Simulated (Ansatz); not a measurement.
Ansatz (a program for electronic structure) input:

Ansatz 0.2 input:
```yaml
crystal:
  periodic: [false, false, false]
  atoms:
    - {symbol: C, position_ang: [-2.87399848, -0.43699330, -0.39995362]}
    - {symbol: C, position_ang: [-1.43998840, -0.72562350, -0.82934071]}
    - {symbol: C, position_ang: [-0.41921429, 0.01339793, 0.03741689]}
    - {symbol: C, position_ang: [1.00758881, -0.28600400, -0.40498415]}
    - {symbol: C, position_ang: [2.09509353, 0.33465907, 0.31154293]}
    - {symbol: O, position_ang: [1.86982116, 1.11149911, 1.28702783]}
    - {symbol: H, position_ang: [-3.04734821, -0.74673050, 0.63238022]}
    - {symbol: H, position_ang: [-3.58119250, -0.97378806, -1.03122909]}
    - {symbol: H, position_ang: [-3.10225438, 0.62788637, -0.47499342]}
    - {symbol: H, position_ang: [-1.24668301, -1.80149691, -0.77628880]}
    - {symbol: H, position_ang: [-1.30119641, -0.43671356, -1.87574069]}
    - {symbol: H, position_ang: [-0.54082890, -0.27393006, 1.08473346]}
    - {symbol: H, position_ang: [-0.59533467, 1.09066253, -0.01456475]}
    - {symbol: H, position_ang: [1.24591420, -1.36698198, -0.39949776]}
    - {symbol: H, position_ang: [1.19292128, -0.04026483, -1.46828402]}
    - {symbol: H, position_ang: [3.13314299, 0.14769400, 0.02798853]}
    - {symbol: H, position_ang: [2.66740341, 1.48505291, 1.71118562]}
basis:
  gaussian:
    orbitals: cc-pVQZ
total_charge: 1
magnetization: {spin_polarized: false}
correlation: {method: ccsd_t, electrons: outside_noble_gas}
```

### Question
Predict the final energy.

### Answer
-271.70060 Eh (CCSD(T)/cc-pVQZ). The basis has 660 functions.

It need not be the lowest isomer of its formula.
